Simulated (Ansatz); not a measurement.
`BNB` + `OBF` → `BOBF` + `BN` at 700 K and 1 bar (ligand exchange at a B–N bond).

Gas-phase electronic energies from Ansatz, PBE0-D4/def2-TZVP geometries. CBS: MP2 limit from def2 TZ/QZ plus the TZ coupled-cluster correction, frozen cores. This one scheme is used for every species. One conformer a species, not always the lowest.

```csv
species,CCSD(T)/CBS energy (Eh),H − E (kJ/mol),S (J/(mol·K))
`BNB`,-107.34560,208.9,334.7
`OBF`,-201.07426,116.8,306.1
`BOBF`,-226.48924,161.9,366.9
`BN`,-81.93499,163.7,282.2
```

H − E and S are ideal-gas, rigid-rotor, harmonic terms from PBE0-D4/def2-TZVP, for one conformer and one mirror image of each species. 1 Eh = 2625.50 kJ/mol, R = 8.31446 J/(mol·K).

Problem. By hand: ΔE, ΔH, ΔS and ΔG.

Solution. ΔE = (-226.48924) + (-81.93499) − (-107.34560) − (-201.07426) = -0.00437 Eh = -11.5 kJ/mol. Δ(H − E) = 161.9 + 163.7 − 208.9 − 116.8 = -0.1, so ΔH = -11.6 kJ/mol. ΔS = 366.9 + 282.2 − 334.7 − 306.1 = 8.3 J/(mol·K). ΔG = -11.6 − 700 × (8.3)/1000 = -17.4 kJ/mol.

Problem. By hand: the equilibrium constant, and the temperature at which ΔG would vanish if ΔH and ΔS stayed fixed.

Solution. log₁₀ K = −ΔG/(RT ln 10) = 1.3. ΔH and −TΔS have one sign here, so there is no such temperature.

TΔS isn't small against ΔH here. A doubt of 5 kJ/mol in ΔE shifts log₁₀ K by 0.4 here. Other conformers and mirror images would add mixing entropy, several J/(mol·K) or more a flexible species. These are equilibria of isolated gas molecules and say nothing of rates. Largest T1 diagnostic: 0.013 (customary marks: 0.02 for closed shells, 0.045 for open ones).

ΔS is within the doubt of such terms, so its sign, and with it that verdict, could turn.
